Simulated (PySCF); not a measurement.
Task: Write Cartesian coordinates for `C=CC[C@@H]1CCC[C@H]1[SiH2]/C=C\[SiH3]` as optimised with PBE0-D3(BJ)/def2-SVP.

Result: 
```
atom  x, y, z in Å
C1    -3.884    2.004    0.958
C2    -3.124    1.544   -0.037
C3    -1.651    1.301    0.037
C4    -1.268   -0.156   -0.220
C5    -1.834   -1.147    0.825
C6    -0.727   -2.187    1.087
C7     0.334   -1.932    0.013
C8     0.249   -0.421   -0.223
Si9    1.161    0.155   -1.773
C10    2.975   -0.364   -1.725
C11    3.886   -0.032   -0.790
Si12   3.613    1.080    0.695
H13   -3.452    2.254    1.933
H14   -4.960    2.153    0.837
H15   -3.599    1.307   -0.998
H16   -1.269    1.609    1.026
H17   -1.143    1.941   -0.707
H18   -1.662   -0.442   -1.214
H19   -2.765   -1.609    0.464
H20   -2.102   -0.611    1.749
H21   -1.099   -3.223    1.076
H22   -0.282   -2.023    2.081
H23    0.069   -2.468   -0.917
H24    1.340   -2.269    0.303
H25    0.691    0.095    0.651
H26    1.050    1.638   -1.956
H27    0.532   -0.504   -2.963
H28    3.307   -1.030   -2.535
H29    4.899   -0.449   -0.894
H30    4.831    1.915    0.928
H31    3.367    0.269    1.930
H32    2.438    1.976    0.477
```

Any rigid rotation of these coordinates is as good. Atoms count from 1 in this order. Si9 (SiH2 silicon) is tetrahedral (angles from 107.6° to 111.5°). The C–C distances run from 1.334 Å (C1=C2, drawn double) to 1.547 Å (C4–C5, drawn single), a spread of 0.213 Å. Of the pairs four or more bonds apart, Si12···H25 is among the closest relative to their van der Waals radii: 3.08 Å, 93 % of the sum of Bondi's values. The 5-membered ring C4–C5–C6–C7–C8 has internal angles of 103.0° to 106.5° (sum 523°, against 540° for a flat polygon); it is puckered, 0.18 Å rms from its mean plane, widest ring torsion 42°.

Bonds between heavy atoms (Å): C1=C2 1.334, C2–C3 1.495, C3–C4 1.528, C4–C5 1.547, C5–C6 1.541, C6–C7 1.531, C7–C8 1.531, C8–Si9 1.889, Si9–C10 1.887, C10=C11 1.347, C11–Si12 1.876, C4–C8 1.540.

Computed with PySCF, PBE0-D3(BJ)/def2-SVP geometry optimisation, gas phase.

Point group: C1 (no symmetry element, even within 0.4 Å). No frequency check. The numbers are those of one conformer (C1–C2–C3–C4 119°, C2–C3–C4–C5 -63°, C7–C8–Si9–C10 -56°, C8–Si9–C10–C11 -59°, C3–C4–C5–C6 -141°, C4–C5–C6–C7 -10°, C5–C6–C7–C8 32°, C6–C7–C8–Si9 -167°).
